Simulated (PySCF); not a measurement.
## `CCCCC#CC(F)(F)F`: 4 charge schemes on one density

Compound: C7H9F3.
SMILES with atom numbers: `[CH3:1][CH2:2][CH2:3][CH2:4][C:5]#[C:6][C:7]([F:8])([F:9])[F:10]` (hydrogens: H11, H12, H13 on C1; H14, H15 on C2; H16, H17 on C3; H18, H19 on C4)

Geometry (GFN2-xTB, Å), atoms numbered from 1 in this order:
```xyz
19
C7H9F3 angstrom
C     -2.694    0.659    0.735
C     -1.435    0.580   -0.118
C     -1.073   -0.866   -0.447
C      0.189   -0.963   -1.315
C      1.349   -0.487   -0.606
C      2.295   -0.090    0.017
C      3.440    0.393    0.763
F      4.358    0.978   -0.027
F      3.094    1.307    1.688
F      4.076   -0.593    1.421
H     -2.946    1.694    0.948
H     -2.549    0.140    1.680
H     -3.535    0.200    0.219
H     -1.590    1.134   -1.046
H     -0.603    1.048    0.413
H     -0.915   -1.422    0.480
H     -1.900   -1.334   -0.984
H      0.065   -0.366   -2.222
H      0.366   -2.002   -1.606
```

Density: PBE0/pcSseg-1 (PySCF); schemes: Mulliken, IAO, Hirshfeld and ESP-fitted. One conformer (not necessarily the lowest) at the GFN2-xTB geometry, without solvent, vibrations or thermal averaging.

Task: Which atoms carry the lowest charge in the Mulliken, IAO, Hirshfeld and ESP-fitted schemes?

Result: The schemes don't all agree: Mulliken C6 (-0.352); IAO C1 (-0.416); Hirshfeld C1 (-0.115); ESP-fitted C1 (-0.442).

Task: Do the Mulliken, IAO, Hirshfeld and ESP-fitted schemes agree on where the charge is highest?

Result: All schemes agree: Mulliken C7 (+0.808); IAO C7 (+0.807); Hirshfeld C7 (+0.264); ESP-fitted C7 (+0.616).

Task: At which atom do the 4 schemes differ most?

Result: At C2: from -0.288 (Mulliken) to +0.294 e (ESP-fitted), 0.582 e apart.

Task: Give the atomic charges in each scheme.

Result: In e:

```tsv
atom	environment	Mulliken	IAO	Hirshfeld	ESP-fitted
C1	methyl carbon	-0.260	-0.416	-0.115	-0.442
C2	chain CH2 carbon	-0.288	-0.250	-0.066	+0.294
C3	chain CH2 carbon	-0.248	-0.242	-0.057	-0.047
C4	propargylic carbon	-0.174	-0.278	-0.045	-0.221
C5	alkyne carbon	+0.148	+0.042	+0.010	-0.007
C6	alkyne carbon	-0.352	-0.144	-0.102	-0.219
C7	CF3 carbon	+0.808	+0.807	+0.264	+0.616
F8	fluorine of a CF3 group	-0.266	-0.274	-0.097	-0.195
F9	fluorine of a CF3 group	-0.269	-0.276	-0.098	-0.185
F10	fluorine of a CF3 group	-0.267	-0.275	-0.098	-0.188
H11	methyl hydrogen	+0.120	+0.145	+0.043	+0.107
H12	methyl hydrogen	+0.111	+0.139	+0.041	+0.102
H13	methyl hydrogen	+0.107	+0.135	+0.039	+0.098
H14	methylene hydrogen	+0.115	+0.128	+0.037	-0.035
H15	methylene hydrogen	+0.142	+0.139	+0.034	-0.030
H16	methylene hydrogen	+0.130	+0.139	+0.041	+0.054
H17	methylene hydrogen	+0.123	+0.136	+0.044	+0.028
H18	methylene hydrogen	+0.157	+0.170	+0.062	+0.127
H19	methylene hydrogen	+0.163	+0.175	+0.064	+0.143
```

Mean size of the charges over all atoms: IAO 0.227 e, Mulliken 0.224 e, ESP-fitted 0.165 e, Hirshfeld 0.071 e. Each set sums to the total charge, 0, to within 0.001 e. The ESP scheme fits charges at the nuclei, held to the total charge, to the electrostatic potential on points at 1.4 to 2.0 times the van der Waals radii. The IAO scheme counts the electrons in orthogonalised intrinsic atomic orbitals, a minimal basis polarised so that it spans the occupied orbitals exactly.

Task: Sum the charges by element.

Result: 
```csv
element,atoms,Mulliken,IAO,Hirshfeld,ESP-fitted
C,7,-0.367,-0.481,-0.110,-0.025
F,3,-0.802,-0.826,-0.293,-0.568
H,9,+1.169,+1.306,+0.404,+0.593
```

Task: How closely do the schemes follow one another over all atoms?

Result: Correlation coefficient and root-mean-square difference: Mulliken with Hirshfeld 0.98, 0.186 e; IAO with Hirshfeld 0.98, 0.191 e; Mulliken with IAO 0.97, 0.070 e; Hirshfeld with ESP-fitted 0.84, 0.156 e; IAO with ESP-fitted 0.82, 0.160 e; Mulliken with ESP-fitted 0.77, 0.175 e.

Task: How many electrons does the Mulliken scheme count on C3?

Result: Z − q = 6 − (-0.248) = 6.248.

These values come from a run that also computed NMR shieldings. Time: 40 s; peak memory 0.95 GiB. Hardware: Arm Neoverse V1, one thread (shared host).
